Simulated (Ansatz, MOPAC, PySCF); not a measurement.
Noncovalent pair: H2O (SMILES O) (first 3 atoms) with CH3F (SMILES CF); geometry from B3LYP-D3(BJ)/def2-TZVP, rigid monomers moved along the line of their centres of mass till H2···F5 is 3.60 Å.
(charge 0, multiplicity 1):
```xyz
8

O      0.00035     0.48345    -0.13921
H      0.20934    -0.13536     0.57280
H     -0.43860    -0.04081    -0.81579
C     -0.20228     0.34662     4.71834
F      0.25595    -0.82794     4.10337
H     -0.50804     1.04095     3.93745
H     -1.04415     0.08689     5.35916
H      0.61431     0.76158     5.30788
```

Monomers are frozen at their geometry in the pair; levels with a basis set take the counterpoise correction. Rows marked so take none.

Frozen-core correlation. CBS: X⁻³ extrapolation of the correlation energy, Hartree–Fock from the larger set. Rows in 3-21G, 6-31G* carry no dispersion term and start afresh at each structure (6-31G* with six Cartesian d functions). MP2/6-31G* freezes PySCF's default core. The state reached by AM1 isn't checked.

The values were computed with Ansatz (a first-principles code); MOPAC for AM1 (differences of heats of formation); PySCF for 3-21G rows, 6-31G* rows, the dispersion terms. Each number belongs to the level named beside it.

Other levels give for the interaction energy: PBE/def2-TZVPPD -0.86; B3LYP/def2-TZVPPD -0.77; B3LYP-D3(BJ)/def2-TZVPPD -0.94; wB97M-V/def2-TZVPPD -0.97; MP2/CBS(aug-cc-pVDZ, aug-cc-pVTZ) + ΔCCSD(T)/aug-cc-pVDZ -0.98 kcal/mol.

### Question
What do these common cheap choices give for the same quantity: AM1, HF/6-31G* (no counterpoise), BP86/6-31G* (no counterpoise), B3LYP/3-21G (no counterpoise), B3LYP/6-31G*, B3LYP/6-31G* (no counterpoise), M06-2X/6-31G* (no counterpoise), MP2/6-31G*?

### Answer
AM1 -0.48; HF/6-31G* (no counterpoise) -1.05; BP86/6-31G* (no counterpoise) -0.78; B3LYP/3-21G (no counterpoise) -0.82; B3LYP/6-31G* -0.76; B3LYP/6-31G* (no counterpoise) -0.88; M06-2X/6-31G* (no counterpoise) -1.01; MP2/6-31G* -0.91 kcal/mol. They span -1.05 to -0.48 kcal/mol.
